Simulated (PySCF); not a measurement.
Species: C5H10O2SSi.
Z-matrix (Å and degrees, GFN2-xTB geometry), rows numbered from 1:
```
C 
Si  1  1.8942
C   2  1.8773  1  118.36
C   3  1.3348  2  109.90  1  -112.31
O   4  1.3522  3  121.53  2     1.88
C   5  1.4125  4  112.91  3    -1.89
S   6  1.8550  2  110.41  1  -118.13
C   7  1.8439  6   97.25  2   -75.66
O   7  1.4700  6  101.98  2    32.92
H   1  1.0846  2  110.19  3   -75.17
H   1  1.0866  2  112.11  3    44.94
H   1  1.0858  2  110.68  3   165.77
H   2  1.4613  1  111.99  3   134.64
H   3  1.0732  2  129.41  1    69.18
H   4  1.0811  3  126.92  2  -178.82
H   6  1.0935  2  114.14  1    -2.13
H   8  1.0852  7  107.16  6   178.38
H   8  1.0835  7  109.96  6    58.58
H   8  1.0836  7  107.84  6   -63.01
```

NICS = −σ at a ghost point: NICS(0) at the centroid of the ring atoms, NICS(1) 1 Å to either side along the normal of their mean plane, zz for the tensor component along that normal. Level: GIAO PBE0/pcSseg-1 (PySCF, non-relativistic, gas phase) on the GFN2-xTB geometry, one conformer.

Ring bond lengths (Å), with Mayer bond orders in brackets: Si2–C3 1.877 (0.87), C3–C4 1.335 (1.81), C4–O5 1.352 (1.03), O5–C6 1.412 (0.86), C6–Si2 1.936 (0.77).

Question: What do the NICS probes read (ppm)?

Answer: 
```
           ring                                                            type  NICS(0)  NICS(1), two faces  NICS(1)zz, two faces  rms pucker (Å)  centre to ring atoms, mean (Å)
Si2–C3–C4–O5–C6  5-membered ring with O and Si; formal bonds 1 double, 4 single     -4.1         -3.2 / -3.1           -4.3 / -5.7            0.01                            1.33
```

Question: What can be read from them?

Answer: 
- Si2–C3–C4–O5–C6: mean NICS(1)zz -5.0 ppm, shielded. Si2, C6 have four or more neighbours, and the NICS criterion for π rings isn't applied.

Question: Give the inner angles of the rings and the Hirshfeld charges of the ring atoms.

Answer: 
- Si2–C3–C4–O5–C6: Si2 86.2° (+0.353 e), C3 109.9° (-0.199 e), C4 121.5° (+0.035 e), O5 112.9° (-0.108 e), C6 109.5° (-0.059 e); sum 540.0° against 540° for a flat convex ring.

Question: What are the shieldings of the ring atoms and their hydrogens in the same run (means over atoms taken as equivalent)?

Answer: 
```tsv
atoms	environment	σ isotropic (ppm)	principal values of the symmetric part, first atom (ppm)
Si2	SiH silicon	368.2	319.9, 389.9, 394.9
C3	alkene CH carbon	87.7	-13.9, 105.8, 171.0
C4	vinylic carbon bearing oxygen	17.6	-93.9, 58.7, 87.9
O5	cyclic ether oxygen	166.9	79.5, 166.3, 254.8
C6	sp3 carbon bound to oxygen	87.7	34.4, 97.5, 131.3
H13	Si–H hydrogen	25.95	22.8, 25.5, 29.5
H14	vinylic hydrogen	26.60	25.6, 26.7, 27.5
H15	vinylic hydrogen	24.58	21.8, 24.6, 27.4
H16	methine hydrogen	26.35	24.9, 25.9, 28.3
```
